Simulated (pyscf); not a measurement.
**S=GeH₂, singlet**

Gas-phase minimum from PySCF at ωB97X-D3(BJ)/def2-SVP, one conformer. S=GeH₂ lies 9.2 kcal/mol over its isomer HS–GeH: [singlet], and others may lie lower still (electronic energy, ωB97M-D3(BJ)). 

SMILES: [S]=[GeH2]
```xyz
4

S      1.6440     0.2050    -1.3790
Ge     0.6291    -0.2641     0.2947
H      1.2072    -0.1745     1.7159
H     -0.8267    -0.7564     0.3199
```
Charge 0, spin multiplicity 1.

Bonded distances (Å): S1–Ge2 2.013, Ge2–H3 1.537, Ge2–H4 1.537. Angles (°): S1–Ge2–H3 124.4, S1–Ge2–H4 124.5, H3–Ge2–H4 111.1.

Properties at ωB97X-D3(BJ)/def2-SVP:

```json
{
  "harmonic_wavenumbers_unscaled": "569, 590, 606, 920, 2176, 2184 cm⁻¹",
  "zero_point_energy": "10.1 kcal/mol",
  "rotational_symmetry_number": "2",
  "Entropy of this conformer at 298 K and 1 atm, rigid rotor and harmonic oscillator, modes under 100 cm⁻¹ raised to 100": "259.0 J/(mol K)",
  "dipole_moment": "3.09 D"
}
```

Single-point totals, which compare only within one level (frozen core for MP2 and CC):

| level | total energy (hartree) |
|---|---|
| ωB97X-D3(BJ)/def2-TZVP | -2476.36519 |
| PBE/def2-TZVP | -2475.91399 |
| r²SCAN/def2-TZVP | -2476.36375 |
| B3LYP-D3(BJ)/def2-TZVP | -2476.47263 |
| PBE0-D3(BJ)/def2-TZVP | -2476.00041 |
| M06-2X/def2-TZVP | -2476.38203 |
| ωB97M-D3(BJ)/def2-TZVP | -2476.46707 |
| HF/def2-TZVPP | -2474.06780 |
| MP2/def2-TZVPP | -2474.48734 |
| CCSD/def2-TZVPP | -2474.50793 |
| CCSD(T)/def2-TZVPP | -2474.52866 |

The CCSD(T) − MP2 part came from Ansatz, without density fitting, on the same reference. The frozen core leaves the outer d or s,p core shells of the metals and heavy elements correlated in the MP2 and CC values, and def2-TZVPP describes them poorly, so these totals are far from the basis limit. Elements up to Kr have no core potential and no relativistic terms here.
